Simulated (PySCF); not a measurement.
Parent: `[CH2:1]=[CH:2]/[CH:3]=[CH:4]/[C:5]([CH3:6])=[O:7]` with C1–C2–C3–C4 180°, C3–C4–C5–C6 180°, C6H8O.

Computed, not measured: PBE0-D3(BJ)/def2-SVP geometry optimisation, gas phase (PySCF 2.14.0). One conformer each, not checked by frequencies here.

```csv
coordinate of the parent,value
C1=C2,1.342 Å
C2–C3,1.447 Å
C3=C4,1.347 Å
C4–C5,1.485 Å
C5–C6,1.508 Å
C5=O7,1.213 Å
C1–C2–C3,123.4°
C2–C3–C4,124.8°
C3–C4–C5,120.8°
C4–C5–C6,116.2°
C4–C5–O7,121.9°
C6–C5–O7,122.0°
```

**Question.** How does the shared frame change in `[CH:1]#[C:2]/[CH:3]=[CH:4]/[CH:5]=[CH:6]/[C:7]([CH3:8])=[O:9]` with C3–C4–C5–C6 180°, C5–C6–C7–C8 180°, C8H8O? Atoms pair as C1 = C3, C2 = C4, C3 = C5, C4 = C6, C5 = C7, C6 = C8, O7 = O9 (parent first).

**Answer.** 
```csv
parent,relative,value in the relative,change
C1=C2,C3=C4,1.355 Å,+0.013
C2–C3,C4–C5,1.438 Å,-0.009
C3=C4,C5=C6,1.349 Å,+0.002
C4–C5,C6–C7,1.484 Å,-0.001
C5–C6,C7–C8,1.507 Å,-0.001
C5=O7,C7=O9,1.213 Å,0.000
C1–C2–C3,C3–C4–C5,122.7°,-0.7
C2–C3–C4,C4–C5–C6,124.6°,-0.2
C3–C4–C5,C5–C6–C7,120.6°,-0.2
C4–C5–C6,C6–C7–C8,116.3°,+0.1
C4–C5–O7,C6–C7–O9,121.7°,-0.2
C6–C5–O7,C8–C7–O9,122.0°,0.0
```

Of the parent's bonds, C1–C2 changes most (+0.013 Å). Bonds of the relative outside the shared frame: C1≡C2 1.215, C2–C3 1.415 Å. Point group Cs → Cs.

**Question.** How does the shared frame change in `[CH3:1][C:2](=[O:3])/[CH:4]=[CH:5]/[CH:6]=[CH:7]/[SiH3:8]` with C1–C2–C4–C5 -179°, C4–C5–C6–C7 180°, C6H10OSi? Atoms pair as C1 = C7, C2 = C6, C3 = C5, C4 = C4, C5 = C2, C6 = C1, O7 = O3 (parent first).

**Answer.** 
| parent | relative | value in the relative | change |
| --- | --- | --- | --- |
| C1=C2 | C7=C6 | 1.350 Å | +0.008 |
| C2–C3 | C6–C5 | 1.447 Å | 0.000 |
| C3=C4 | C5=C4 | 1.347 Å | 0.000 |
| C4–C5 | C4–C2 | 1.486 Å | +0.001 |
| C5–C6 | C2–C1 | 1.507 Å | -0.001 |
| C5=O7 | C2=O3 | 1.213 Å | 0.000 |
| C1–C2–C3 | C7–C6–C5 | 123.9° | +0.5 |
| C2–C3–C4 | C6–C5–C4 | 124.7° | -0.1 |
| C3–C4–C5 | C5–C4–C2 | 120.8° | 0.0 |
| C4–C5–C6 | C4–C2–C1 | 116.3° | +0.1 |
| C4–C5–O7 | C4–C2–O3 | 121.8° | -0.1 |
| C6–C5–O7 | C1–C2–O3 | 121.9° | -0.1 |

Of the parent's bonds, C1–C2 changes most (+0.008 Å). Bonds of the relative outside the shared frame: C7–Si8 1.868 Å.
